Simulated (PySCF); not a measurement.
A structure optimised at B3LYP-D3(BJ)/def2-SVP, used in a PySCF frequency run:

```xyz
8

Si     1.7714     0.2058    -0.2320
F      2.6241    -0.6288     0.8823
Si    -0.4753     0.3021     0.4192
Cl    -1.4065     1.4169    -1.0717
Cl    -1.2521    -1.6211     0.4591
H      1.8589    -0.4998    -1.5379
H      2.3431     1.5759    -0.3350
H     -0.7675     0.9419     1.7255
```

**Question.** Write its SMILES and formula.

**Answer.** F[SiH2][SiH](Cl)Cl, Cl2FH3Si2

**Question.** What are its rotational constants (standard atomic weights)?

**Answer.** 2.1405, 1.2627, 0.85250 GHz
